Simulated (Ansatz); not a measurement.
C₂H₇ClSi₂ (`C=C[SiH2][SiH2]Cl`). Charge 0, multiplicity 1.

```tsv
atom	x (Å)	y (Å)	z (Å)
C1	-1.804	-1.478	-0.303
C2	-1.093	-0.420	-0.684
Si3	-0.309	0.766	0.512
Si4	2.021	0.662	0.297
Cl5	2.485	1.014	-1.689
H6	-2.235	-2.171	-1.021
H7	-1.989	-1.697	0.744
H8	-0.939	-0.254	-1.749
H9	-0.723	2.170	0.236
H10	-0.699	0.402	1.903
H11	2.557	-0.679	0.646
H12	2.729	1.685	1.109
```

Task: List the harmonic frequencies (cm⁻¹, unscaled) at PBE0-D4/def2-TZVP in Ansatz. (Estimate.)

Result: Ansatz gave: 38, 70, 92, 175, 265, 403, 410, 476, 542, 565, 671, 687, 731, 776, 828, 915, 939, 1000, 1025, 1045, 1290, 1441, 1668, 2204, 2214, 2222, 2232, 3132, 3149, 3216.

Task: Is this a minimum?

Result: Yes, all 30 modes are real.

Task: Give the ideal-gas thermochemistry at 298.15 K and 1 bar (rigid rotor, harmonic oscillator; point group C1, symmetry number 1).

Result: Zero-point energy 205.9 kJ/mol; H(298) − E = 230.0 kJ/mol; entropy 383.5 J/(mol·K), of which translation 168.8, rotation 119.7, vibration 95.0; G(298) − E = 115.7 kJ/mol. Modes under 100 cm⁻¹ are hindered rotations or soft bends, so the harmonic entropy is rough.

Task: And at 400, 500, 600, 800 and 1000 K?

Result: 
```tsv
T (K)	H − E (kJ/mol)	S (J/mol/K)	G − E (kJ/mol)
400	244.1	424.2	74.5
500	260.2	460.0	30.2
600	278.1	492.4	-17.4
800	317.7	549.2	-121.7
1000	361.3	597.8	-236.5
```
